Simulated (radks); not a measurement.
Spherical quantum dot in the effective-mass picture: electrons in a hard-walled sphere of radius 2.43, all in effective atomic units (hartree* = m*/eps^2 hartree, bohr* = eps/m* bohr), one dielectric constant everywhere. Calculated with a radial shooting solver with Libxc functionals: non-relativistic Kohn-Sham, PBEsol, spin-polarised, spherical densities. Levels are named by radial order and angular momentum (1s, 1p, 1d, 2s, ...), and open shells are averaged over m. Results are scaled to m* = 0.12 and eps = 17, for which hartree* = 11.3 meV and bohr* = 7.497 nm.

N = 26, configuration 1s2 1p6 1d10 1f(up 7, down 1). This is the lowest configuration that the search found. Occupied and some empty levels:

level,occupation,eigenvalue (meV),<r> (nm)
1s up,1,166.33,11.78
1s down,1,167.40,11.69
1p up,3,171.89,12.44
1p down,3,173.07,12.39
1d up,5,181.04,12.94
1d down,5,182.30,12.91
1f up,7,193.30,13.34
1f down,1,194.62,13.32
2s up,0,197.83,8.256
2s down,0,198.23,8.275
1g up,0,208.42,13.66
1g down,0,209.77,13.65
2p up,0,215.02,9.551
2p down,0,215.60,9.544
2d up,0,235.17,10.39
2d down,0,235.89,10.38

Energy (meV): total 2746.09, kinetic 902.83, external 0, Hartree 2050.7, exchange-correlation -207.40.

Electron density:

r (nm),n(r) (e/nm^3)
0.523,0.00008253
1.43,0.00009144
2.34,0.0001106
3.24,0.0001437
4.15,0.0001961
5.06,0.0002751
5.96,0.0003893
6.87,0.0005470
7.77,0.0007536
8.68,0.001008
9.59,0.001297
10.5,0.001591
11.4,0.001843
12.3,0.001988
13.2,0.001963
14.1,0.001731
15.0,0.001302
15.9,0.0007734
16.8,0.0003023
17.7,0.00003563
